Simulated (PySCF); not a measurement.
MoCl4H2, SMILES [Cl][MoH2]([Cl])([Cl])[Cl], multiplicity 1.

Geometry optimised at B3LYP-D3(BJ)/def2-SVP. The spin state was assumed, not searched. The structure was generated by enumeration; whether it is a known compound was not checked. The def2 effective core potentials stand for the cores of Mo; spin–orbit coupling is left out.

These are PBE/def2-TZVP run with PySCF values and carry that method's errors.

The molecule is in vacuum.

The total energy comes out as -1909.68386 hartree, the point group is C2v and the highest occupied level is -7.04 eV. The lowest empty level is -5.69 eV and the orbital gap is 1.36 eV. The dipole moment is 0.15 D. The quadrupole, principal values (traceless, Buckingham form, about the centre of nuclear charge) comes out as -5.39, 2.58, 2.82 D·Å, the mean static polarisability comes out as 109.3 bohr³ (16.19 Å³) and the polarisability, principal values is 74.2, 124.1, 129.4 bohr³.
